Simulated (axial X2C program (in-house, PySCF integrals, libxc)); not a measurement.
# SnS: nuclear properties from DFT to coupled cluster

Calculated with an axial X2C code built on PySCF integrals: two-component X2C with atomic mean-field Coulomb and Gaunt terms, Gaussian nuclei, basis Sn dyall-acv3z, S dyall-av3z with contracted cores.

R = 2.212 Å (near the PBE0 minimum at charge 0 of the determinant lowest at the starting distance; the state shown can have its own minimum elsewhere); state Ω = 0 (closed shell).

```tsv
level	qzz Sn (a.u.)	qzz S (a.u.)	μ (D)
PBE0	-6.99	-0.10	-3.44
HF	-8.55	0.04	-4.19
B3LYP	-6.74	-0.18	-3.37
```

qzz is the electric field gradient, eQq0 = 234.96 MHz × Q/barn × qzz; μ is positive if the S end (last atom) is positive. The operators were transformed with the bare-nucleus X2C matrices; with these basis sets, hyperfine constants and field gradients can be off by tens of per cent, and where levels differ in sign neither size nor sign is settled.

Finite-field MP2, CCSD and CCSD(T), with 20 electrons correlated in 130 natural virtual spinors (MP2 remainder added):

```json
{"level": "MP2", "qzz Sn (a.u.)": "-6.29", "qzz S (a.u.)": "-0.33", "μ (D)": "-3.18"}
{"level": "CCSD", "qzz Sn (a.u.)": "-7.03", "qzz S (a.u.)": "-0.15", "μ (D)": "-3.45"}
{"level": "CCSD(T)", "qzz Sn (a.u.)": "-6.48", "qzz S (a.u.)": "-0.25", "μ (D)": "-3.16"}
```

T1 = 0.021 (Lee–Taylor). One unrestricted determinant, the lowest of a limited PBE0 search, is the reference; the functionals treat spin collinearly. Correlation of the inner shells is missing, which matters for properties at the nucleus. Number of frozen shells: Sn 4 s, 3 p, 1 d; S 2 s, 1 p.

By how much does correlation change each value, CCSD(T) against HF?

qzz Sn -24 %; qzz S from 0.04 to -0.25, a change of sign; μ -25 %.
